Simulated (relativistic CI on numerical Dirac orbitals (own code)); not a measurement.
# Ligand-field terms of d7

Computed with a parametric ligand-field model of a d^n configuration (Racah B and C, spin-orbit zeta, crystal field), exact diagonalisation.

Field parameters in Wybourne normalisation: Td as Oh with Dq negative (B⁴₀ = 21Dq, B⁴₄ = √(5/14) B⁴₀). The field is a parameter set, without covalency.

B = 460 cm⁻¹, C = 2160 cm⁻¹ (C/B = 4.70), Td, no spin-orbit coupling. Tanabe-Sugano data, E/B above the lowest term (Δ = |10Dq|; b, c mark the second and third term of a kind):

```tsv
Δ/B	4A2	4T2	4T1	4T1(b)	2E	2T1
1.0	0.00	1.00	1.79	16.21	18.99	19.05
2.8	0.00	2.80	4.95	18.46	19.80	20.20
4.6	0.00	4.61	8.02	20.80	20.20	20.84
6.4	0.00	6.39	10.95	23.23	20.46	21.23
8.2	0.00	8.20	13.78	25.81	20.64	21.49
10.0	0.00	10.00	16.48	28.52	20.79	21.68
11.8	0.00	11.80	19.04	31.37	20.92	21.83
13.6	0.00	13.61	21.49	34.34	21.02	21.94
15.4	0.00	15.39	23.79	37.38	21.11	22.04
17.2	0.00	17.20	26.03	40.56	21.20	22.12
19.0	0.00	19.00	28.19	43.81	21.27	22.18
20.8	0.00	20.80	30.29	47.12	21.34	22.24
```

The ground term stays 4A2.
